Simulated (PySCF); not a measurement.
# Cost of excited-state runs on `C=[P@@](C)([C@H](C)CC)C(C)(C)C`, C10H23P

Molfile (atoms numbered from 1):
```
C10H23P
     RDKit          3D

 34 33  0  0  0  0  0  0  0  0999 V2000
   -0.5047   -1.9446   -1.4129 C   0  0  0  0  0  0  0  0  0  0  0  0
   -0.2454   -0.7504   -0.2315 P   0  0  1  0  0  5  0  0  0  0  0  0
    0.4177   -1.6426    1.2203 C   0  0  0  0  0  0  0  0  0  0  0  0
    1.0600    0.4220   -0.8617 C   0  0  2  0  0  0  0  0  0  0  0  0
    0.7732    0.7241   -2.3312 C   0  0  0  0  0  0  0  0  0  0  0  0
    2.4621   -0.1850   -0.7290 C   0  0  0  0  0  0  0  0  0  0  0  0
    3.1849    0.2345    0.5452 C   0  0  0  0  0  0  0  0  0  0  0  0
   -1.5356    0.4224    0.6281 C   0  0  0  0  0  0  0  0  0  0  0  0
   -0.9950    1.2813    1.7655 C   0  0  0  0  0  0  0  0  0  0  0  0
   -2.1222    1.3134   -0.4632 C   0  0  0  0  0  0  0  0  0  0  0  0
   -2.6280   -0.5107    1.1454 C   0  0  0  0  0  0  0  0  0  0  0  0
   -1.1109   -2.7548   -1.0092 H   0  0  0  0  0  0  0  0  0  0  0  0
   -0.9308   -1.5595   -2.3346 H   0  0  0  0  0  0  0  0  0  0  0  0
    1.2949   -2.2018    0.9042 H   0  0  0  0  0  0  0  0  0  0  0  0
    0.6623   -0.9860    2.0502 H   0  0  0  0  0  0  0  0  0  0  0  0
   -0.3438   -2.3549    1.5342 H   0  0  0  0  0  0  0  0  0  0  0  0
    1.0102    1.3531   -0.2879 H   0  0  0  0  0  0  0  0  0  0  0  0
    1.4703    1.4751   -2.7019 H   0  0  0  0  0  0  0  0  0  0  0  0
    0.8953   -0.1830   -2.9175 H   0  0  0  0  0  0  0  0  0  0  0  0
   -0.2379    1.0943   -2.4786 H   0  0  0  0  0  0  0  0  0  0  0  0
    3.0628    0.1404   -1.5823 H   0  0  0  0  0  0  0  0  0  0  0  0
    2.3870   -1.2737   -0.7935 H   0  0  0  0  0  0  0  0  0  0  0  0
    3.3292    1.3135    0.5569 H   0  0  0  0  0  0  0  0  0  0  0  0
    4.1631   -0.2388    0.5983 H   0  0  0  0  0  0  0  0  0  0  0  0
    2.6237   -0.0414    1.4329 H   0  0  0  0  0  0  0  0  0  0  0  0
   -1.7791    1.9561    2.1093 H   0  0  0  0  0  0  0  0  0  0  0  0
   -0.6854    0.6740    2.6125 H   0  0  0  0  0  0  0  0  0  0  0  0
   -0.1500    1.8866    1.4450 H   0  0  0  0  0  0  0  0  0  0  0  0
   -3.0182    1.8188   -0.1030 H   0  0  0  0  0  0  0  0  0  0  0  0
   -2.3979    0.7099   -1.3291 H   0  0  0  0  0  0  0  0  0  0  0  0
   -1.4090    2.0738   -0.7746 H   0  0  0  0  0  0  0  0  0  0  0  0
   -2.9286   -1.2030    0.3575 H   0  0  0  0  0  0  0  0  0  0  0  0
   -2.2827   -1.0899    1.9997 H   0  0  0  0  0  0  0  0  0  0  0  0
   -3.5051    0.0567    1.4545 H   0  0  0  0  0  0  0  0  0  0  0  0
  1  2  2  0
  2  3  1  1
  2  4  1  0
  4  5  1  0
  4  6  1  0
  6  7  1  0
  2  8  1  0
  8  9  1  0
  8 10  1  0
  8 11  1  0
  1 12  1  0
  1 13  1  0
  3 14  1  0
  3 15  1  0
  3 16  1  0
  4 17  1  1
  5 18  1  0
  5 19  1  0
  5 20  1  0
  6 21  1  0
  6 22  1  0
  7 23  1  0
  7 24  1  0
  7 25  1  0
  9 26  1  0
  9 27  1  0
  9 28  1  0
 10 29  1  0
 10 30  1  0
 10 31  1  0
 11 32  1  0
 11 33  1  0
 11 34  1  0
M  END
```

PySCF with density fitting, on 1 thread of an AMD EPYC 7R43 64-Core, shared host. Command: `OMP_NUM_THREADS=1 python excited_run.py task.json out`

(1) How long does each of these runs take, and how much memory?
- magnetisability and related constants, B97-2/pcSseg-1; usual settings
- magnetisability and related constants, mPW1PW91/3-21G; grid level 4

Answers

(1) 
```tsv
run	level	basis functions	wall time	peak memory (GiB)
magnetisability and related constants	B97-2/pcSseg-1	309	2.4 min	1.7
magnetisability and related constants	mPW1PW91/3-21G	149	84 s	1
```
Times from a shared host are rough.
